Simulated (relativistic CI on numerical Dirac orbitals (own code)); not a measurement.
**From line strength to rate: As II 1243.08 Å (vacuum)**

Problem. For 4s²4p² ³P1 – 4s²4p5s ³P°2 of As II a semi-empirical relativistic CI calculation gives the line strength S = 1.184 e²a₀² in the length gauge. The measured levels are 1063.49 and 81508.93 cm⁻¹ (NIST Handbook). Find gf, f, A and the partial lifetime.

Working.
1. σ = 81508.93 − 1063.49 = 80445.44 cm⁻¹, so the vacuum wavelength is 10⁸/σ = 1243.08 Å.
2. gf = 303.756 S/λ(Å) = 0.2893, log gf = -0.539; with g = 3 for the lower level, f = 0.0964.
3. A = 2.02613 × 10¹⁸ S/(g_u λ³) with g_u = 5: A = 2.50 × 10^8 s⁻¹.
4. The partial lifetime for this S is 1/A = 4 ns; in the calculation this line carries 26 % of the decay of the upper level.

Check. The Handbook lists A = 2.90 × 10^8 s⁻¹, a tabulated value with its own uncertainty (a few per cent for the best lines, 25 % or more for others); ours lies 14 % below it. The velocity form of the same calculation gives S = 0.965, and the gap between the two forms is a rough gauge of the error in S. With the computed energy (81426 cm⁻¹) in place of the measured one the rate would change by the factor (σ_calc/σ)³ = 1.04.
